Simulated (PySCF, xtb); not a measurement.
Al(H)(Cl)(Me) (CH4AlCl), SMILES [CH3][AlH][Cl].

GFN2-xTB run with xtb at its own geometry gives an orbital gap of 4.65 eV and a dipole moment of 1.80 D.

The structure is a stationary point at PBE0-D3(BJ)/def2-TZVP.

Question: What does PBE0/def2-TZVPD (PySCF) give? (An estimate is asked for; the answer gives what the named calculation found.)

Answer: gap 7.03 eV (levels -8.23 and -1.20 eV), dipole 1.89 D.
